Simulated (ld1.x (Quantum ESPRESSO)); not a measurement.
Pseudopotential generation for antimony (Sb): TM, PBE, fully relativistic.

The input file (ld1.x (Quantum ESPRESSO) 7.5):

```
&input
   title='Sb', zed=51., rel=2, dft='PBE', iswitch=3,
   config='[Kr] 4d10 5s2 5p3', rel_dist='average',
   nld=3, rlderiv=2.45, eminld=-3.0, emaxld=5.0, deld=0.02
 /
 &inputp
   pseudotype=2, tm=.true., lloc=0,
   nlcc=.true.,
   file_pseudopw='Sb.UPF', file_wfcaegen='ae.wfc', file_wfcncgen='nc.wfc', file_beta='beta', file_chi='chi'
 /
2
5P  2  1   3.00   0.00  2.25  2.25  0.0
5S  1  0   2.00   0.00  1.95  1.95  0.0
 &test
   configts(1)='5s2 5p3'
 /
```

Command:

```bash
ld1.x < Sb.in > Sb.out
```

The program printed (shortened: banner, matrices, multipoles, cross overlaps and the repeated all-electron block are left out):

```
Program LD1 v.7.5
     --------------------------- All-electron run ----------------------------

     Sb
     dirac relativistic calculation

     atomic number is 51.00
     dft =PBE   lsd =0 sic =0 latt =0  beta=0.20 tr2=1.0E-14
     Exchange-correlation= PBE
                           (   1   4   3   4   0   0   0)
     mesh =1243 r(mesh) =  98.80758 a.u. xmin = -7.00 dx = 0.01250
     1 Ry =  13.60569312 eV, c = 137.03599908

     n l j   nl                  e(Ry)          e(Ha)          e(eV)
     Spin orbit split results
     1 0 0.5 1S 1( 2.00)     -2225.9125     -1112.9563    -30285.0829
     2 0 0.5 2S 1( 2.00)      -338.6110      -169.3055     -4607.0372
     2 1 0.5 2P 1( 2.00)      -316.7719      -158.3860     -4309.9017
     2 1 1.5 2P 1( 4.00)      -298.2637      -149.1319     -4058.0848
     3 0 0.5 3S 1( 2.00)       -66.3886       -33.1943      -903.2624
     3 1 0.5 3P 1( 2.00)       -57.4646       -28.7323      -781.8460
     3 1 1.5 3P 1( 4.00)       -54.0495       -27.0247      -735.3803
     4 0 0.5 4S 1( 2.00)       -10.9296        -5.4648      -148.7051
     4 1 0.5 4P 1( 2.00)        -7.9126        -3.9563      -107.6570
     4 1 1.5 4P 1( 4.00)        -7.2815        -3.6408       -99.0700
     3 2 1.5 3D 1( 4.00)       -38.2981       -19.1491      -521.0728
     3 2 2.5 3D 1( 6.00)       -37.5884       -18.7942      -511.4168
     4 2 1.5 4D 1( 4.00)        -2.5152        -1.2576       -34.2211
     4 2 2.5 4D 1( 6.00)        -2.4238        -1.2119       -32.9780
     5 0 0.5 5S 1( 2.00)        -0.9421        -0.4711       -12.8184
     5 1 0.5 5P 1( 1.00)        -0.3856        -0.1928        -5.2469
     5 1 1.5 5P 1( 2.00)        -0.3410        -0.1705        -4.6392
     Averaged results
     1 0     1S 1( 2.00)     -2225.9125     -1112.9563    -30285.0829
     2 0     2S 1( 2.00)      -338.6110      -169.3055     -4607.0372
     2 1     2P 1( 6.00)      -304.4331      -152.2166     -4142.0238
     3 0     3S 1( 2.00)       -66.3886       -33.1943      -903.2624
     3 1     3P 1( 6.00)       -55.1878       -27.5939      -750.8689
     4 0     4S 1( 2.00)       -10.9296        -5.4648      -148.7051
     4 1     4P 1( 6.00)        -7.4919        -3.7459      -101.9324
     3 2     3D 1(10.00)       -37.8723       -18.9362      -515.2792
     4 2     4D 1(10.00)        -2.4604        -1.2302       -33.4752
     5 0     5S 1( 2.00)        -0.9421        -0.4711       -12.8184
     5 1     5P 1( 3.00)        -0.3559        -0.1779        -4.8418

     final scf error:  2.5E-15 reached in  26 iterations

     Etot =  -12967.001108 Ry,   -6483.500554 Ha, -176425.037803 eV

     Ekin =   13683.704019 Ry,    6841.852009 Ha,  186176.277663 eV
     Encl =  -31487.948944 Ry,  -15743.974472 Ha, -428415.370405 eV
     Eh   =    5178.452823 Ry,    2589.226412 Ha,   70456.439967 eV
     Exc  =    -341.209006 Ry,    -170.604503 Ha,   -4642.385028 eV

     normalization and overlap integrals

     s(1S/1S) =  1.000000  <r> =   0.0284  <r2> =    0.0011  r(max) =   0.0184
     s(2S/2S) =  1.000000  <r> =   0.1222  <r2> =    0.0177  r(max) =   0.1034
     s(2P/2P) =  1.000000  <r> =   0.1033  <r2> =    0.0131  r(max) =   0.0805
     s(2P/2P) =  1.000000  <r> =   0.1087  <r2> =    0.0144  r(max) =   0.0846
     s(3S/3S) =  1.000000  <r> =   0.3302  <r2> =    0.1248  r(max) =   0.2991
     s(3P/3P) =  1.000000  <r> =   0.3208  <r2> =    0.1197  r(max) =   0.2881
     s(3P/3P) =  1.000000  <r> =   0.3321  <r2> =    0.1280  r(max) =   0.2954
     s(4S/4S) =  1.000000  <r> =   0.7908  <r2> =    0.7075  r(max) =   0.7266
     s(4P/4P) =  1.000000  <r> =   0.8325  <r2> =    0.7915  r(max) =   0.7450
     s(4P/4P) =  1.000000  <r> =   0.8617  <r2> =    0.8479  r(max) =   0.7735
     s(3D/3D) =  1.000000  <r> =   0.3033  <r2> =    0.1092  r(max) =   0.2419
     s(3D/3D) =  1.000000  <r> =   0.3069  <r2> =    0.1117  r(max) =   0.2449
     s(4D/4D) =  1.000000  <r> =   1.0227  <r2> =    1.2362  r(max) =   0.8442
     s(4D/4D) =  1.000000  <r> =   1.0360  <r2> =    1.2692  r(max) =   0.8549
     s(5S/5S) =  1.000000  <r> =   2.2274  <r2> =    5.6528  r(max) =   1.9025
     s(5P/5P) =  1.000000  <r> =   2.8244  <r2> =    9.2941  r(max) =   2.2664
     s(5P/5P) =  1.000000  <r> =   2.9664  <r2> =   10.2679  r(max) =   2.3826

     ------------------------ End of All-electron run ------------------------

     --------------------- Generating NC pseudopotential ---------------------

      Generating local pot.: lloc=0, matching radius rcloc =   1.9500

      Computing core charge for nlcc:

       r > 1.62 : true rho core
       r < 1.62 : rho core = a sin(br)/r    a=   4.79  b=   1.67

      Integrated core pseudo-charge :   5.97

     Fully relativistic calculation: |psi|^2

     Wfc 5P LC norm =  0.99994811 SC norm =  0.00005165 missing  0.00000024

     Wfc 5P LC norm =  0.99995309 SC norm =  0.00004153 missing  0.00000537

      Wfc   5P  rcut= 2.266  Using Troullier-Martins method

      Wfc   5P  rcut= 2.266  Using Troullier-Martins method

     ------------------- End of pseudopotential generation -------------------

     Computing logarithmic derivative in   2.45824
     Computing logarithmic derivative in   2.45824
     Computing the partial wave expansion
       no projector for channel:   0
     R is outside the sphere for l=    1 j= 0.50
     R is outside the sphere for l=    1 j= 1.50

     ---------------------- Testing the pseudopotential ----------------------

     Sb
     dirac relativistic calculation

     atomic number is 51.00   valence charge is  5.00
     dft =PBE   lsd =0 sic =0 latt =0  beta=0.20 tr2=1.0E-14
     mesh =1243 r(mesh) =  98.80758 xmin = -7.00 dx = 0.01250

     n l  j  nl             e AE (Ry)       e PS (Ry)    De AE-PS (Ry)
     1 0 0.5 5S   1( 2.00)       -0.94214       -0.94214        0.00000
     2 1 0.5 5P   1( 1.00)       -0.38564       -0.38564       -0.00000
     2 1 1.5 5P   1( 2.00)       -0.34097       -0.34098        0.00000

     eps = 9.4E-15  iter = 16

     Etot =  -12967.001108 Ry,   -6483.500554 Ha, -176425.037803 eV
     Etotps =   -17.357160 Ry,      -8.678580 Ha,    -236.156190 eV

     Ekin =       3.222710 Ry,       1.611355 Ha,      43.847207 eV
     Encl =     -19.744550 Ry,      -9.872275 Ha,    -268.638287 eV
     Ehrt =       8.563247 Ry,       4.281624 Ha,     116.508917 eV
     Ecxc =      -9.615502 Ry,      -4.807751 Ha,    -130.825570 eV
     (Ecc =      -6.364981 Ry,      -3.182491 Ha,     -86.599979 eV)
     Epseu=       0.216934 Ry,       0.108467 Ha,       2.951542 eV

     ---------------------- End of pseudopotential test ----------------------
```

Generation and configuration tests took about 1.2 s on one core of a shared server CPU.
